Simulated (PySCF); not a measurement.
A GIAO shielding run with PySCF (density fitting, non-relativistic, gas phase) on `InChI=1S/C3H8O4S2Si/c4-9(5,6)2-1-8-3(2)7-10/h2-3H,1H2,10H3,(H,4,5,6)/t2-,3-/m1/s1`:

```
$ OMP_NUM_THREADS=1 python probes_run.py task.json out

{"job": {"kind": "nmr", "xc": "PBE0", "basis": "pcSseg-1"}, "charge": 0, "multiplicity": 1}
O     -1.979672     0.162498     1.805356
S     -1.993209    -0.318368     0.459959
O     -2.048427    -1.722442     0.228888
O     -3.243980     0.383181    -0.284847
C     -0.630704     0.373893    -0.491387
C     -0.633175    -0.136748    -1.915085
S      1.092286    -0.742368    -1.790535
C      0.676012    -0.267028    -0.043288
O      1.530790     0.572958     0.577607
Si     3.033064     0.263722     1.157800
H     -3.765449     0.882072     0.346899
H     -0.640512     1.451623    -0.360570
H     -0.766400     0.607589    -2.696666
H     -1.327269    -0.965521    -2.046135
H      0.500040    -1.185228     0.530417
H      3.899178    -0.173149     0.063924
H      2.971958    -0.778442     2.182123
H      3.316710     1.598075     1.657219
```

Hardware: 1 thread of an Arm Neoverse V1, shared host. The job also computes population analyses, field gradients, ring-centre shieldings.

Q: How large is the calculation?

A: 104 electrons, 231 basis functions and 1272 auxiliary functions.

Q: How long does it take, and how much memory does it need?

A: 64 s of wall time, with 14 SCF cycles and 5 response iterations; peak memory 1.1 GiB. Times on a shared host scatter by some tens of per cent.
